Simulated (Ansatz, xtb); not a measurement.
**ClFSi2Te: where a starting geometry ends**

The starting geometry of this gas-phase singlet was built from a drawn formula by distance geometry and a force field; its bonds are those of `F[Si]#[Si][Te]Cl`.

```yaml
atoms:
  - { symbol: Cl, position_ang: [-0.5473, 3.4947, 0.7227] }
  - { symbol: F, position_ang: [0.6478, -2.7052, -1.0431] }
  - { symbol: Si, position_ang: [0.7308, -1.2784, -0.0519] }
  - { symbol: Si, position_ang: [0.7597, 0.2664, 0.9884] }
  - { symbol: Te, position_ang: [0.8825, 2.3638, 2.3502] }
```

**Question.** Where would you expect an optimisation with r2SCAN-D4/def2-SVP to take it?

**Answer.** It rearranges, giving a structure given below by its coordinates. Distances that change by over a tenth: Si3–Si4 (1.86 → 2.33 Å). Contacts that open: Cl1–Te5 (2.44 → 3.88 Å). Contacts that close: Cl1–Si3 (5.00 → 2.06 Å), Si3–Te5 (4.37 → 2.50 Å).

The energy falls by 5.65 eV over 34 steps:

```csv
step,E − E(last) (eV)
1,5.649
5,3.407
8,2.991
12,2.898
16,2.611
19,2.229
23,1.043
27,0.326
30,0.026
34,0.000
```

Final geometry (Å):

```xyz
5

Cl    0.3185    1.7516   -1.2366
F    -0.6745   -0.8268   -0.2196
Si    0.4233    0.2897    0.2159
Si    2.2171   -0.1432    1.6307
Te    0.1892    1.0700    2.5761
```

From the same start GFN2-xTB ends elsewhere, differing in Cl1–Si3 (3.49 against 2.06 Å here), Cl1–Te5 (2.38 against 3.88 Å here).

No frequencies were run, so the end isn't proven a minimum. Atoms past krypton carry core potentials, without spin–orbit terms. Run with Ansatz 0.2.0, 2.6 min on 1 thread of AMD EPYC 7R43 64-Core Processor (Zen 3), on a shared host.
